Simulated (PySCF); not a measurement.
Sc(OH) (HOSc), SMILES [OH][Sc].

The structure is a stationary point at PBE-D3(BJ)/def2-TZVP. The multiplicity is an assumed one; other spin states were not compared.

Two levels are set side by side: TDA-PBE/def2-TZVPD (PySCF) and TDA-PBE0/def2-TZVPD (PySCF). Vertical, same geometry. The lowest singlet is HOMO→LUMO 100 % with PBE and HOMO→LUMO 99 % with the other functional; states are paired by order. Differences are taken from unrounded values.

| quantity | TDA-PBE0 | TDA-PBE | TDA-PBE minus TDA-PBE0 |
|---|---|---|---|
| lowest singlet excitation (eV) | 0.55 | 0.44 | -0.10 |
| lowest triplet excitation (TDA) (eV) | 0.57 | 0.59 | 0.02 |
| first bright state (f over 0.05) (eV) | 2.22 | 2.27 | 0.05 |
| its oscillator strength | 0.17 | 0.17 | -0.01 |

A lower first singlet is the usual sign of a functional without exact exchange. Differences between two approximate levels are no errors against the true value.

Rough cost on one machine, each run with all the roots and properties that it gave: TDA-PBE0 against TDA-PBE within a factor of 2.
